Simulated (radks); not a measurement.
Question: Coherent X-ray form factor from a spherical all-electron density. Method: scalar-relativistic Kohn-Sham, Slater X-alpha with alpha = 1.002, spin-polarised, spherical densities, point nucleus; computed with a radial shooting solver on a logarithmic mesh with Libxc functionals.

sin(theta)/lambda (1/angstrom),f0 (electrons)
0.05,28.641
0.1,27.650
0.15,26.226
0.2,24.571
0.25,22.832
0.3,21.092
0.4,17.795
0.5,14.911
0.6,12.542
0.8,9.299
1,7.512
1.25,6.303
1.5,5.493
2,4.093

The species is in the configuration that NIST lists as its ground one. Which atom or ion scatters so?

Answer: The zinc ion Zn+, [Ar] 3d10 4s1. Extrapolating in s^2 from the first two rows gives f0(0) = 29.0, near the electron count 29; among species with that count, the fall with angle is slower the higher Z, and the table is that of Z = 30; from so few rows the species is fixed only to a neighbour or two.
